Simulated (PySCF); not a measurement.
Compound: trimethylamine trifluoroborane, C₃H₉BF₃N.
Structure used (PBE0-D3(BJ)/def2-SVP), in Å, numbered top down from 1:
```
atom  x, y, z in Å
C1     0.3694   -0.5835   -1.4970
N2    -0.1127   -0.0629   -0.2072
C3    -1.2834   -0.8278    0.2542
C4     0.9599   -0.1002    0.8003
B5    -0.5731    1.5336   -0.4227
F6    -1.0052    1.9433    0.8124
F7    -1.5665    1.4893   -1.3666
F8     0.5615    2.1771   -0.8487
H9     0.6960   -1.6293   -1.3901
H10   -0.4440   -0.5141   -2.2289
H11    1.2033    0.0417   -1.8370
H12   -2.0765   -0.7431   -0.4981
H13   -1.6410   -0.3900    1.1936
H14   -1.0150   -1.8847    0.4058
H15    1.2989   -1.1350    0.9615
H16    1.7918    0.5209    0.4481
H17    0.5762    0.3230    1.7361
```

Computed with PySCF at B3LYP/def2-SVPD, non-relativistic, on one gas-phase PBE0-D3(BJ)/def2-SVP geometry that isn't relaxed in the solvent. The solvent is an IEF-PCM continuum (van der Waals radii × 1.2), and excitations are vertical TDDFT with non-equilibrium linear response and a frozen core. Only the electrostatic response of the medium enters.

Gas-phase singlets (H = HOMO, L = LUMO):

| state | E (eV) | λ (nm) | f | leading configurations |
| --- | --- | --- | --- | --- |
| S1 | 8.421 | 147 | 0.042 | H→L 99% |
| S2 | 9.135 | 136 | 0.000 | H-1→L 98% |
| S3 | 9.424 | 132 | 0.011 | H→L+1 99% |
| S4 | 9.426 | 132 | 0.011 | H→L+2 99% |
| S5 | 9.572 | 130 | 0.001 | H-2→L 97% |

Question: How does the list change in dichloromethane (ε = 8.93)?

Answer: 
```
state  E (eV)  λ (nm)      f  leading configurations  change by rank (eV)
   S1   8.594     144  0.014                 H→L 99%               +0.173
   S2   9.430     131  0.196               H→L+1 99%               +0.295
   S3   9.609     129  0.005               H→L+2 98%               +0.185
   S4   9.610     129  0.005               H→L+3 98%               +0.184
   S5   9.691     128  0.000               H-1→L 97%               +0.119
```

Question: What are the lowest 5 singlets in dimethylsulfoxide (ε = 46.83)?

Answer: 
```
state  E (eV)  λ (nm)      f  leading configurations  change by rank (eV)
   S1   8.573     145  0.007                 H→L 99%               +0.152
   S2   9.398     132  0.198               H→L+1 99%               +0.263
   S3   9.614     129  0.004               H→L+2 95%               +0.190
   S4   9.614     129  0.004               H→L+3 95%               +0.188
   S5   9.708     128  0.000               H-1→L 97%               +0.136
```

Question: How do the frontier levels move from gas to dimethylsulfoxide?

Answer: 
```
orbital  gas (eV)  solvent (eV)  change (eV)                     Löwdin shares, gas                Löwdin shares, solvent
 LUMO+2      0.99          1.45        +0.46    C4 14 %, H15 13 %, C1 12 %, H9 11 %  C3 13 %, H12 11 %, H16 10 %, C4 10 %
 LUMO+1      0.99          1.18        +0.19  C3 17 %, H14 15 %, H13 10 %, H12 10 %     B5 16 %, H14 9 %, H9 9 %, H15 9 %
   LUMO     -0.01          0.40        +0.41    C3 12 %, C1 12 %, C4 12 %, H14 10 %       B5 30 %, C3 7 %, C1 7 %, C4 7 %
   HOMO     -9.27         -9.03        +0.24     N2 33 %, F7 10 %, F6 10 %, F8 10 %      N2 33 %, B5 10 %, F7 7 %, F6 7 %
 HOMO-1     -9.89        -10.23        -0.34              F8 32 %, F6 32 %, F7 32 %     F8 20 %, F6 19 %, F7 19 %, C3 8 %
 HOMO-2    -10.37        -10.38        -0.01      F8 44 %, F6 20 %, F7 16 %, C3 4 %    C3 16 %, F8 13 %, C1 12 %, C4 11 %
 HOMO-3    -10.38        -10.39        -0.01       F7 37 %, F6 33 %, F8 9 %, C4 4 %    C4 16 %, C1 14 %, F7 12 %, F6 10 %
```

The HOMO–LUMO gap goes from 9.26 to 9.43 eV. Rows go by rank; for HOMO-1, LUMO, LUMO+1 and LUMO+2 the atom shares or the degeneracy differ between the runs, so the row needn't follow one orbital. Shares within a degenerate set are those of one arbitrary member.
